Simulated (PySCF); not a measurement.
Work out the structure from these simulated measurements.

Formula: C5H11Al.

- Valence photoelectron: vertical ionisation energy: 8.66 eV [ΔSCF CAM-B3LYP/def2-SVPD]
- 1H NMR: chemical shifts (computed TMS as zero) by class: 6.53 (1 H), 4.41 (1 H), 4.22 (1 H), 3.35 (1 H), 2.46 (2 H), 1.06 (3 H), -0.29 (2 H) ppm [GIAO PBE0/pcSseg-1]
- 13C NMR: chemical shifts (computed TMS as zero) by class: 154.2 (1 C), 84.2 (1 C), 37.2 (1 C), 12.7 (1 C), 0.2 (1 C) ppm [GIAO PBE0/pcSseg-1]
- NMR, other nuclei: isotropic shieldings of nuclei other than C and H, by class: 490 (1 Al) ppm [GIAO PBE0/pcSseg-1]
- Dipole: 1.33 D [CAM-B3LYP/def2-SVPD]
- Rotational structure: rotational constants A, B, C: 4.958, 1.712, 1.524 GHz [PBE0-D3(BJ)/def2-SVP]
- Polarisability: 89.5 au [CAM-B3LYP/def2-SVPD]

Electronic properties: PySCF, gas phase, density fitting. Levels stand in brackets. One conformer (not necessarily the lowest) at the PBE0-D3(BJ)/def2-SVP geometry, without solvent, vibrations or thermal averaging. NMR values are class means; diastereotopic atoms form classes of their own.

Question: Give a SMILES that accounts for the data.

Answer: Numbering: `[CH2:1]=[CH:2][CH2:3][AlH:4][CH2:5][CH3:6]`. 5 carbons fall into 5 classes; from least to most shielded: alkene CH carbon [C2] (154.2 ppm), terminal =CH2 carbon [C1] (84.2 ppm), allylic carbon [C3] (37.2 ppm), methyl carbon [C6] (12.7 ppm), chain CH2 carbon [C5] (0.2 ppm). Hydrogen classes from least to most shielded: 1 H on an alkene CH carbon, C2 (6.53 ppm), 1 H on a terminal =CH2 carbon, C1 (4.41 ppm), 1 H on a terminal =CH2 carbon, C1 (4.22 ppm), 1 H on an aluminium bonded to 2 C and H, Al4 (3.35 ppm), 2 H on an allylic carbon, C3 (2.46 ppm), 3 H on a methyl carbon, C6 (1.06 ppm, a mean of values up to 0.6 ppm apart in this geometry), 2 H on a chain CH2 carbon, C5 (-0.29 ppm, a mean of values up to 0.5 ppm apart in this geometry). The other shieldings belong to: 490 ppm, aluminium bonded to 2 C and H [Al4]. The first electron is taken from the HOMO, whose largest Löwdin shares are 0.32 on the allylic carbon, 0.25 on the terminal =CH2 carbon, 0.13 on the aluminium bonded to 2 C and H and 0.13 on the alkene CH carbon. The optimised geometry has point group C1 and is an asymmetric top. Structure: `C=C[CH2][AlH][CH2]C`. Computed isomers that give other values at the same levels: `C[C]1([AlH2])CCC1` (13C chemical shifts (computed TMS as zero) by class: 36.5 (2 C), 29.3 (1 C), 22.7 (1 C), 22.7 (1 C) ppm); `C[C@H]1C[CH2][AlH][CH2]1` (13C chemical shifts (computed TMS as zero) by class: 38.8 (1 C), 38.5 (1 C), 27.6 (1 C), 22.1 (1 C), 14.6 (1 C) ppm); `C[C@@H]1CC[CH2][AlH]1` (13C chemical shifts (computed TMS as zero) by class: 40.7 (1 C), 29.3 (1 C), 25.5 (1 C), 17.2 (1 C), 14.1 (1 C) ppm). The assignments are read from this structure; whether some other isomer fits the data as well wasn't checked.

The values belong to the conformer `[CH2:1]=[CH:2][CH2:3][AlH:4][CH2:5][CH3:6]`: C1–C2–C3–Al4 -58°, C2–C3–Al4–C5 -82°, C3–Al4–C5–C6 145°.
